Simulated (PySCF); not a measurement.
A structure optimised at PBE-D3(BJ)/def2-SVP, used in a PySCF frequency run:

```
Al
N 1 1.7914
H 2 1.0228 1 125.28
H 2 1.0228 3 109.44 1 180.00
C 1 1.9691 2 118.45 3 0.00
H 5 1.1095 1 113.24 2 0.00
H 5 1.1114 6 107.47 1 -123.05
H 5 1.1114 6 107.47 7 -113.90
C 1 1.9691 2 118.45 3 180.00
H 9 1.1095 1 113.24 2 0.00
H 9 1.1114 10 107.47 1 123.05
H 9 1.1114 10 107.47 11 113.90
```
Charge 0, spin multiplicity 1.

**Question.** Write its SMILES, formula and point group.

**Answer.** [CH3][Al]([CH3])[NH2], C2H8AlN, C2v

**Question.** What are its rotational constants (standard atomic weights)?

**Answer.** 5.5446, 4.8732, 2.6812 GHz
